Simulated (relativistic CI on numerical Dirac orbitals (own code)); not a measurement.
## Sn13+: q coefficients and field-shift factors

Calculated at this level of theory: Dirac-Coulomb-Breit CI, separate exchange-only KLI orbitals for each configuration, derivatives by finite differences, unscaled Slater integrals, QED left out (own radial code, finite nucleus).

CI space (outside the closed core [Ar] 3d10): 4s2 4p6 4d, 4s2 4p5 4d2, 4s2 4p6 4f, 4s 4p6 4d2, 4s2 4p6 5s, 4s2 4p5 4d 4f, 4s2 4p6 5p. Double excitations out of closed p, d and f shells are left out; levels of such configurations are missing from the list, as are those of other unlisted configurations, and high levels can miss mixing partners.

With x = (α/α₀)² − 1 an excitation energy changes as ω = ω₀ + qx; K = 2q/ω₀ is the relative enhancement. Terms are leading LS components, so labels can repeat. The field-shift factor is F = δν/δ⟨r²⟩ for the transition from the lowest level.

Lowest level 4s2 4p6 4d 2D_3/2.

```
               Level  ω₀ (cm⁻¹)  q (cm⁻¹)  F (GHz/fm²)
   4s2 4p6 4d 2D_5/2      12979     12850        0.134
 4s2 4p5 4d2 4D°_1/2     524412     13700         1.66
 4s2 4p5 4d2 4D°_3/2     527803     15140         1.69
 4s2 4p5 4d2 4D°_5/2     534510     20800         1.76
 4s2 4p5 4d2 4D°_7/2     544037     26780          1.8
 4s2 4p5 4d2 2F°_5/2     551276     11240         1.83
 4s2 4p5 4d2 4G°_9/2     554475     20690         1.89
 4s2 4p5 4d2 4G°_7/2     554661     15880          1.7
4s2 4p5 4d2 4G°_11/2     557245     27070         1.99
 4s2 4p5 4d2 4P°_5/2     559936     24010         1.86
 4s2 4p5 4d2 4P°_3/2     563844     19710         1.81
 4s2 4p5 4d2 4P°_3/2     566490     21460         1.64
 4s2 4p5 4d2 4P°_1/2     575442     29990         1.63
```

At this charge energies of transitions that change n are usually good to better than 1 %, and those within a shell (Δn = 0) to a few per cent.

Which transition from the lowest level has the largest |K|?

4s2 4p6 4d 2D_5/2 at 12979 cm⁻¹, K = 1.98.
